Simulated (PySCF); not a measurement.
**Electron affinity of Tl by level of theory**

Tl- [Xe] 4f14 5d10 6s2 6p2 (3P) → Tl [Xe] 4f14 5d10 6s2 6p1 (2P), as a difference of total energies. Computed with PySCF 2.14 in aug-cc-pwCVQZ-PP with ECP60MDF, with scalar relativity through the core potential. The calculations carry no spin-orbit coupling.

| method | electron affinity (eV) | difference from reference (eV) |
| --- | --- | --- |
| UHF | -0.010 | -0.330 |
| CAM-B3LYP | 0.330 | +0.010 |
| TPSS | 0.385 | +0.065 |
| B97-3 | 0.247 | -0.073 |

Reference: 0.320 eV (measured; photodetachment measurements, as compiled on the Wikipedia data page of electron affinities).

Spin-orbit coupling is strong in these open shells (close to jj coupling). The scalar numbers leave it out and a first-order estimate fails, so it can dominate the gap to the real levels.

A negative affinity means that the anion lies above the atom at that level of theory.

In the anion the highest occupied orbital energy is positive at CAM-B3LYP, TPSS, B97-3; the basis confines that electron, and the energy difference can still be sensible.
